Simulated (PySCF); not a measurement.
**Working out the excitation energy of Ag**

Ag [Kr] 4d10 5s1 (2S) → Ag [Kr] 4d9 5s2 (2D). All numbers are calculated (PySCF 2.14, a scalar-relativistic core potential, in def2-TZVPPD with the def2 core potential (28 electrons) (6s4p3d2f1g, 56 functions)). Frozen: nothing. Energies in hartree (1 hartree = 27.21139 eV):

```tsv
part	Ag (lower)	Ag (upper)
UHF	-146.116958	-145.980663
MP2 opposite-spin	-0.434995	-0.432362
MP2 same-spin	-0.218872	-0.207182
```

Problem. What does Hartree-Fock give?

Solution. (-145.980663) − (-146.116958) = 0.136295 hartree = 3.709 eV.

Problem. What do MP2 and SCS-MP2 (6/5 opposite-spin, 1/3 same-spin) give?

Solution. The opposite-spin parts differ by 0.072 eV and the same-spin parts by 0.318 eV. MP2: 3.709 + (0.072) + (0.318) = 4.099 eV. SCS-MP2: 3.709 + 1.2 × (0.072) + (0.318)/3 = 3.901 eV.

Measured between the centres of the two terms (NIST): 3.971 eV, so MP2 (valence and next inner shell) is off by 0.128 eV.

What remains against the reference includes basis incompleteness and correlation beyond second order.
